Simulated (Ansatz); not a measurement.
Compare A (`NB(O)CO`) with its isomer B (`COB(N)O`).

Isolated molecules relaxed with PBE0-D4/def2-TZVP in Ansatz; ΔE leaves out vibrations. CCSD(T)/CBS adds triple-zeta CCSD(T) − MP2 to the extrapolated MP2 energy (def2 sets, frozen cores). Functionals use def2-TZVPP. One conformer a species, not always the lowest.

A:

```xyz
11

N     0.205    0.712   -1.466
B     0.297    0.145   -0.184
O     1.477    0.067    0.519
C    -0.965   -0.456    0.558
O    -0.683   -0.974    1.846
H    -0.665    0.761   -1.966
H     0.978    1.104   -1.976
H     2.249    0.428    0.082
H    -1.742    0.317    0.645
H    -1.409   -1.250   -0.060
H     0.258   -0.854    2.002
```

B:

Z-matrix (Å, degrees):
```
C
O 1 1.404
H 1 1.096 2 111.6
H 1 1.096 2 111.6 3 122.0
H 1 1.091 2 108.2 3 -119.0
B 2 1.375 1 120.9 3 -61.1
O 6 1.372 2 117.8 1 -180.0
N 6 1.409 2 123.5 1 0.0
H 7 0.959 6 111.1 2 0.0
H 8 1.003 6 121.1 2 -180.0
H 8 1.002 6 124.4 2 0.0
```

Q: Which isomer does CCSD(T)/CBS put lower? Give the gap. (Estimate.)

A: Computed: B, by 29.0 kcal/mol.

Q: Give E(B) − E(A) in kcal/mol with ωB97M-V, B2PLYP, CCSD(T)/def2-SVP, CCSD(T)/def2-TZVPP, HF/def2-TZVPP, LDA (SPW92), BLYP-D4. (Best estimate.)

A: The calculation gave: ωB97M-V -29.0, B2PLYP -29.9, CCSD(T)/def2-SVP -32.5, CCSD(T)/def2-TZVPP -29.6, HF/def2-TZVPP -33.1, LDA (SPW92) -27.7, BLYP-D4 -28.9. None reverses the order clearly.

Q: Does the order hold for the free energy at 298.15 K (harmonic terms from PBE0-D4)? (Best estimate.)

A: Ansatz gave: Yes: G(B) − G(A) = -28.0 kcal/mol, for one conformer each. Modes under 60 cm⁻¹, often nearly free rotors, make the harmonic entropy too high.

Largest T1 diagnostic: 0.011.

From PBE to PBE0 (25 % exact exchange), in def2-TZVPP and without D4, E(B) − E(A) moves by −1.0 kcal/mol. In def2-TZVPP, CCSD(T) changes the Hartree–Fock value by +3.5 kcal/mol (the triples alone add +0.3 kcal/mol) and MP2 by +3.2 kcal/mol.
